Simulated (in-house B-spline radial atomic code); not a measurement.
# RPA and G0W0 on LDA exchange-only: Br6+

Configuration [Ar] 3d10 4s1, highest spin, mean-field start LDA exchange-only. Computed with an all-electron radial atomic-structure program (B-spline basis): all electrons, non-relativistic, point nucleus, each spin shell either full or empty, empty states to l = 9 with an (l + 1/2)⁻⁴ tail; G0W0 by contour deformation at full frequency.

Command:
```bash
python run_gw.py task.json out
```
Settings (radii: box in bohr, nucleus in fm):
```
Z                        35
electrons                29
configuration            [Ar] 3d10 4s1
hamiltonian              nr
method                   lda,
lmax                     9
spin_polarised           True
box_radius               9.29
intervals                50
ion_configuration        [Ar] 3d10
```

Run time, properties included: 5 s on 1 thread of Arm Neoverse N1 (shared host).

Energies (hartree):

```json
{"term": "mean-field total", "value": "-2558.13362"}
{"term": "Hartree-Fock functional on these orbitals", "value": "-2563.07649"}
{"term": "direct second order", "value": "-2.4904"}
{"term": "second-order exchange", "value": "0.73164"}
{"term": "SOSEX correction", "value": "0.67735"}
```

(1) What is the RPA correlation energy, and what remains with SOSEX?

Quasi-particle levels (eV):

```csv
level,occupied,mean field,Σx - vxc,Σc,QP weight,G0W0
4s up,yes,-94.80,-5.93,?,?,?
3d down,yes,-155.21,-22.34,3.31,0.946,-174.24
3d up,yes,-155.60,-22.19,3.28,0.944,-174.50
4s down,no,-91.37,7.67,-2.74,0.958,-86.44
```

G0W0 = mean field + (Σx - vxc) + Σc, with Σc (partial-wave tail included) taken at the quasi-particle energy. Only the outer levels were computed. Levels of low weight are left out.

(2) Where does G0W0 put 4s up?

(3) What does it cost to remove one electron (to [Ar] 3d10) by differences of total energies, each species on its own start (correlation terms add to the Hartree-Fock functional)?

Results:

(1) RPA gives -2.1912 hartree (-2.06 eV per electron); RPA + SOSEX gives -1.5139, and the second-order doubles -1.7588 hartree (no singles). SOSEX takes back 31 % of the RPA value.

(2) At -102.62 eV, with Σc = -1.90 eV and a quasi-particle weight of 0.974. The tabulated removal energy is 103.03 ± 0.19 eV (NIST, semi-empirical); the calculation leaves out relativity, Breit and QED terms, and what these don't explain is the method's own error.

(3) LDA exchange-only 101.71 eV, Hartree-Fock functional 100.21 eV, + RPA 102.11 eV, + RPA + SOSEX 101.28 eV, + second order 101.72 eV. Tabulated: 103.03 ± 0.19 eV (NIST, semi-empirical); the calculation leaves out relativity, Breit and QED terms, and what these don't explain is the method's own error.
